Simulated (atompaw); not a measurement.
zirconium (Zr): variants of one PAW (atompaw) potential

Base potential:

Zr (Z = 40), PAW, made with atompaw 4.2.0.5 (PBE, scalar-relativistic). Core [Ar] 3d10, reference 4s2 4p6 4d2 5s1.75 5p0.25. Waves: 4s (bound): rc 1.55 bohr; 5s (bound): rc 2.80 bohr; 4p (bound): rc 1.85 bohr; 5p (bound): rc 2.80 bohr; 4d (bound): rc 2.80 bohr; 4d channel at 1 Ry: rc 2.80 bohr. Local part: troulliermartins scheme with l = 3 at 0.5 Ry, radius 2.70 bohr. Core correction: smooth core density matched at 2.15 bohr. Augmentation charge: sinc compensation charge, radius 2.20 bohr; PAW radius 2.80 bohr; waves and projectors: custom polynom2 7 10 vanderbiltortho.

All-electron outer shells of the reference configuration (PBE, scalar-relativistic, ld1.x):

| shell | level (eV) | outermost node (bohr) | outermost maximum (bohr) |
| --- | --- | --- | --- |
| 3p | -317.98 | 0.18 | 0.40 |
| 3d | -175.03 | – | 0.35 |
| 4s | -54.83 | 0.55 | 1.08 |
| 4p | -32.78 | 0.56 | 1.17 |
| 5s | -4.63 | 1.47 | 3.15 |
| 4d | -3.87 | 0.58 | 1.59 |
| 5p | -1.63 | 1.70 | 4.10 |

Cutoffs, loose and tight: the cutoffs (Ry, on a coarse ladder) from which the occupation-weighted sum of valence levels, in a spherical-Bessel basis at the reference potential, stays within 10 and 1 mRy of its value at 400 Ry. They see the waves, projectors and local potential, not the compensation charge or the core. A dash means not determined.

```csv
change,outcome,"cutoff, loose","cutoff, tight",bound ghosts
base,generated,21 Ry,40 Ry,none
"all radii scaled by about 0.90 (s 1.40, p 1.66, d 2.52 bohr); local potential troulliermartins scheme with l = 3 at 0.5 Ry, radius 2.42 bohr; augmentation sinc compensation charge, radius 1.98 bohr; PAW radius 2.52 bohr; waves and projectors: custom polynom2 7 10 vanderbiltortho; core correction smooth core density matched at 1.94 bohr",generated,30 Ry,70 Ry,none
"all radii scaled by about 1.16 (s 1.80, p 2.16, d 3.26 bohr); local potential troulliermartins scheme with l = 3 at 0.5 Ry, radius 3.16 bohr; augmentation sinc compensation charge, radius 2.56 bohr; PAW radius 3.26 bohr; waves and projectors: custom polynom2 7 10 vanderbiltortho; core correction smooth core density matched at 2.50 bohr",generated,18 Ry,30 Ry,none
"all radii scaled by about 1.22 (s 1.90, p 2.26, d 3.42 bohr); local potential troulliermartins scheme with l = 3 at 0.5 Ry, radius 3.30 bohr; augmentation sinc compensation charge, radius 2.68 bohr; PAW radius 3.42 bohr; waves and projectors: custom polynom2 7 10 vanderbiltortho; core correction smooth core density matched at 2.62 bohr",generated,21 Ry,30 Ry,none
"all radii scaled by about 1.31 (s 2.02, p 2.42, d 3.66 bohr); local potential troulliermartins scheme with l = 3 at 0.5 Ry, radius 3.52 bohr; augmentation sinc compensation charge, radius 2.86 bohr; PAW radius 3.66 bohr; waves and projectors: custom polynom2 7 10 vanderbiltortho; core correction smooth core density matched at 2.80 bohr",generated,25 Ry,50 Ry,none
```

**Question.** What comes out with this change to the base: all radii scaled by about 0.75 (s 1.16, p 1.38, d 2.10 bohr); local potential troulliermartins scheme with l = 3 at 0.5 Ry, radius 2.02 bohr; augmentation sinc compensation charge, radius 1.66 bohr; PAW radius 2.10 bohr; waves and projectors: custom polynom2 7 10 vanderbiltortho; core correction smooth core density matched at 1.62 bohr?

**Answer.** outcome: generated; cutoff, loose: 30 Ry; cutoff, tight: 200 Ry; bound ghosts: none.

**Question.** What comes out with this change to the base: all radii scaled by about 1.10 (s 1.70, p 2.04, d 3.08 bohr); local potential troulliermartins scheme with l = 3 at 0.5 Ry, radius 2.96 bohr; augmentation sinc compensation charge, radius 2.42 bohr; PAW radius 3.08 bohr; waves and projectors: custom polynom2 7 10 vanderbiltortho; core correction smooth core density matched at 2.36 bohr?

**Answer.** outcome: generated; cutoff, loose: 21 Ry; cutoff, tight: 35 Ry; bound ghosts: none.

**Question.** What comes out with this change to the base: all radii scaled by about 0.81 (s 1.26, p 1.50, d 2.26 bohr); local potential troulliermartins scheme with l = 3 at 0.5 Ry, radius 2.18 bohr; augmentation sinc compensation charge, radius 1.78 bohr; PAW radius 2.26 bohr; waves and projectors: custom polynom2 7 10 vanderbiltortho; core correction smooth core density matched at 1.74 bohr?

**Answer.** outcome: generated; cutoff, loose: 25 Ry; cutoff, tight: 70 Ry; bound ghosts: none.

Reading the sweep of the scale of all radii (base = 1) (base included, trends over the rows without a ghost): The loose cutoff is not monotonic: lowest 18 Ry at 1.16, highest 30 Ry at 0.75.
